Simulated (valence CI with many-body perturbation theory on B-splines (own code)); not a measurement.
# Tb32+: calculated level list

Level of theory: relativistic CI+MBPT: five valence electrons over a frozen Dirac-Fock core [Ar] 3d10, a basis of 11 s, 11 p, 10 d, 8 f, 5 g, 2 h functions for each j, with the one-electron correlation potential Σ1, the two-electron term Σ2, the three-electron term Σ3, Breit, model QED; selected CI, second order for the rest, scaled by the run's own slope (own B-spline code, finite nucleus).

No measured spectrum was set against this ion. As an estimate, large intervals hold to a few tenths of a per cent, small ones and those within an open d or f shell to about a per cent. Among the levels kept, up to 2000 cm⁻¹ of a level comes from second order outside the variational space, and about a tenth of that is noise between levels of different J, which matters for small intervals.

Levels 91 to 135 of 171, with energies above the lowest level, (4s^2 4p1/2^2 4p3/2) J=3/2. "Leading %" is the weight of the configuration and term that name the level; weights of strongly mixed levels are sums over their largest components and can fall short. In the jj column 3d3/2^4 stands for four electrons in 3d with j = 3/2.

| No. | Configuration | Term | J | E (cm⁻¹) | Leading % | Leading jj | g | Second component |
| --- | --- | --- | --- | --- | --- | --- | --- | --- |
| 91 | 4s 4p3 4d | 2F° | 5/2 | 2487000 | 13 | 4s 4p1/2 4p3/2^2 4d5/2 (34 %) | 1.138 | 9 % 4s 4p3 4d 2D° |
| 92 | 4s 4p3 4d | 2F° | 7/2 | 2487800 | 53 | 4s 4p1/2 4p3/2^2 4d5/2 (60 %) | 1.136 | 16 % 4s2 4p 4d2 4G° |
| 93 | 4s 4p3 4d | 4D° | 1/2 | 2491300 | 17 | 4s 4p1/2 4p3/2^2 4d3/2 (45 %) | 1.086 | 14 % 4s2 4p 4d2 4P° |
| 94 | 4s 4p3 4d | 4D° | 3/2 | 2494400 | 24 | 4s 4p1/2 4p3/2^2 4d3/2 (40 %) | 1.226 | 10 % 4s 4p3 4d 2P° |
| 95 | 4s2 4p 4d2 | 4D° | 1/2 | 2495400 | 22 | 4s^2 4p1/2 4d3/2 4d5/2 (52 %) | 1.288 | 22 % 4s2 4p 4d2 4P° |
| 96 | 4s 4p3 4d | 2P° | 3/2 | 2500200 | 20 | 4s 4p1/2 4p3/2^2 4d5/2 (49 %) | 1.197 | 13 % 4s2 4p 4d2 2P° |
| 97 | 4s 4p3 4d | 4D° | 1/2 | 2502600 | 15 | 4s 4p1/2 4p3/2^2 4d3/2 (45 %) | 0.767 | 10 % 4s2 4p 4d2 4P° |
| 98 | 4s 4p3 4d | 4P° | 5/2 | 2506700 | 19 | 4s 4p1/2 4p3/2^2 4d5/2 (44 %) | 1.200 | 10 % 4s2 4p 4d2 2F° |
| 99 | 4s 4p3 4d | 4F° | 7/2 | 2515400 | 20 | 4s 4p1/2 4p3/2^2 4d5/2 (63 %) | 1.196 | 20 % 4s 4p3 4d 2F° |
| 100 | 4s 4p3 4d | 2F° | 7/2 | 2525100 | 25 | 4s 4p1/2 4p3/2^2 4d5/2 (56 %) | 1.194 | 12 % 4s 4p3 4d 4D° |
| 101 | 4s 4p3 4d | 2D° | 3/2 | 2527800 | 19 | 4s 4p1/2 4p3/2^2 4d3/2 (26 %) | 0.898 | 18 % 4s2 4p 4d2 4F° |
| 102 | 4s 4p3 4d | 2D° | 5/2 | 2533200 | 31 | 4s 4p1/2 4p3/2^2 4d5/2 (37 %) | 1.108 | 13 % 4s 4p3 4d 2F° |
| 103 | 4s 4p3 4d | 2G° | 9/2 | 2539800 | 46 | 4s 4p1/2 4p3/2^2 4d5/2 (48 %) | 1.091 | 20 % 4s2 4p 4d2 2H° |
| 104 | 4s 4p3 4d | 2F° | 5/2 | 2541800 | 31 | 4s 4p1/2 4p3/2^2 4d5/2 (63 %) | 1.072 | 10 % 4s2 4p2 4f 2D° |
| 105 | 4s 4p3 4d | 2D° | 3/2 | 2554400 | 21 | 4s 4p1/2 4p3/2^2 4d5/2 (60 %) | 1.075 | 19 % 4s 4p3 4d 2P° |
| 106 | 4s2 4p 4d2 | 4P° | 3/2 | 2566900 | 12 | 4s 4p1/2 4p3/2^2 4d5/2 (28 %) | 1.079 | 9 % 4s 4p3 4d 2D° |
| 107 | 4s2 4p 4d2 | 4G° | 9/2 | 2568300 | 32 | 4s^2 4p1/2 4d5/2^2 (51 %) | 1.142 | 17 % 4s2 4p2 4f 4G° |
| 108 | 4s2 4p2 4f | 4D° | 7/2 | 2569100 | 12 | 4s^2 4p1/2 4d5/2^2 (34 %) | 1.159 | 11 % 4s2 4p 4d2 2G° |
| 109 | 4s 4p3 4d | 2F° | 5/2 | 2570100 | 16 | 4s^2 4p1/2 4d3/2 4d5/2 (42 %) | 1.085 | 12 % 4s2 4p 4d2 4F° |
| 110 | 4s 4p3 4d | 2F° | 5/2 | 2577500 | 14 | 4s 4p1/2 4p3/2^2 4d5/2 (27 %) | 1.002 | 10 % 4s2 4p 4d2 2F° |
| 111 | 4s 4p3 4d | 2P° | 1/2 | 2589000 | 21 | 4s 4p1/2 4p3/2^2 4d5/2 (48 %) | 0.585 | 16 % 4s 4p3 4d 4D° |
| 112 | 4s2 4p 4d2 | 4D° | 7/2 | 2591500 | 18 | 4s^2 4p1/2 4d3/2 4d5/2 (32 %) | 1.189 | 12 % 4s2 4p 4d2 2F° |
| 113 | 4s2 4p 4d2 | 4D° | 3/2 | 2600400 | 28 | 4s^2 4p1/2 4d3/2 4d5/2 (50 %) | 1.191 | 15 % 4s2 4p 4d2 2P° |
| 114 | 4s 4p3 4d | 2P° | 3/2 | 2611100 | 28 | 4s 4p1/2 4p3/2^2 4d5/2 (45 %) | 1.143 | 7 % 4s2 4p2 4f 2D° |
| 115 | 4s2 4p2 4f | 2G° | 7/2 | 2617200 | 40 | 4s^2 4p1/2 4p3/2 4f5/2 (71 %) | 0.970 | 32 % 4s2 4p2 4f 4G° |
| 116 | 4s2 4p2 4f | 4G° | 9/2 | 2618800 | 38 | 4s^2 4p1/2 4p3/2 4f7/2 (64 %) | 1.202 | 27 % 4s2 4p2 4f 4F° |
| 117 | 4s2 4p2 4f | 2H° | 11/2 | 2622500 | 53 | 4s^2 4p1/2 4p3/2 4f7/2 (87 %) | 1.163 | 35 % 4s2 4p2 4f 4G° |
| 118 | 4s 4p3 4d | 2S° | 1/2 | 2630300 | 33 | 4s 4p1/2 4p3/2^2 4d5/2 (25 %) | 1.519 | 17 % 4p5 2P° |
| 119 | 4s2 4p2 4f | 4D° | 5/2 | 2632300 | 15 | 4s^2 4p1/2 4p3/2 4f5/2 (44 %) | 0.996 | 15 % 4s2 4p2 4f 4G° |
| 120 | 4s2 4p2 4f | 4F° | 3/2 | 2638400 | 42 | 4s^2 4p1/2 4p3/2 4f5/2 (52 %) | 0.752 | 17 % 4s2 4p2 4f 2D° |
| 121 | 4s2 4p2 4f | 2G° | 9/2 | 2639900 | 40 | 4s^2 4p1/2 4p3/2 4f7/2 (44 %) | 1.147 | 22 % 4s2 4p2 4f 4F° |
| 122 | 4s2 4p 4d2 | 4P° | 3/2 | 2644600 | 21 | 4s^2 4p1/2 4d5/2^2 (31 %) | 1.262 | 9 % 4s2 4p2 4f 4F° |
| 123 | 4s2 4p2 4f | 4D° | 7/2 | 2646600 | 21 | 4s^2 4p1/2 4p3/2 4f7/2 (44 %) | 1.136 | 14 % 4s2 4p2 4f 2G° |
| 124 | 4s2 4p 4d2 | 4D° | 5/2 | 2648100 | 22 | 4s^2 4p1/2 4d5/2^2 (48 %) | 1.179 | 18 % 4s2 4p 4d2 2F° |
| 125 | 4s2 4p2 4f | 2F° | 5/2 | 2659600 | 26 | 4s^2 4p1/2 4p3/2 4f5/2 (44 %) | 0.988 | 16 % 4s2 4p2 4f 2D° |
| 126 | 4s2 4p2 4f | 2F° | 7/2 | 2675300 | 30 | 4s^2 4p1/2 4p3/2 4f7/2 (34 %) | 1.163 | 14 % 4s2 4p2 4f 4F° |
| 127 | 4s2 4p2 4f | 2P° | 1/2 | 2684600 | 31 | 4s^2 4p1/2 4p3/2 4f5/2 (58 %) | 0.412 | 29 % 4s2 4p2 4f 4D° |
| 128 | 4s2 4p2 4f | 4D° | 3/2 | 2692100 | 24 | 4s^2 4p1/2 4p3/2 4f5/2 (37 %) | 1.117 | 21 % 4s2 4p2 4f 2P° |
| 129 | 4s2 4p2 4f | 2D° | 5/2 | 2700200 | 36 | 4s^2 4p1/2 4p3/2 4f7/2 (47 %) | 1.222 | 16 % 4s2 4p2 4f 4D° |
| 130 | 4s2 4p2 4f | 2G° | 9/2 | 2709000 | 40 | 4s^2 4p1/2 4p3/2 4f7/2 (34 %) | 1.009 | 28 % 4s2 4p 4d2 2H° |
| 131 | 4s2 4p 4d2 | 2P° | 1/2 | 2714000 | 52 | 4s^2 4p1/2 4d5/2^2 (58 %) | 0.929 | 11 % 4s2 4p 4d2 4D° |
| 132 | 4s2 4p2 4f | 2F° | 5/2 | 2718800 | 44 | 4s^2 4p1/2 4p3/2 4f7/2 (50 %) | 0.905 | 6 % 4s2 4p 4d2 2F° |
| 133 | 4s 4p3 4d | 4P° | 1/2 | 2743000 | 34 | 4s 4p3/2^3 4d3/2 (50 %) | 1.795 | 16 % 4s 4p3 4d 2P° |
| 134 | 4s2 4p2 4f | 2F° | 7/2 | 2744600 | 18 | 4s^2 4p1/2 4p3/2 4f7/2 (30 %) | 1.068 | 15 % 4s2 4p 4d2 2G° |
| 135 | 4s 4p3 4d | 4P° | 3/2 | 2749500 | 20 | 4s 4p3/2^3 4d3/2 (55 %) | 1.325 | 15 % 4s 4p3 4d 2P° |

Where two levels of one J and parity lie close, their mixing, g and order are uncertain.
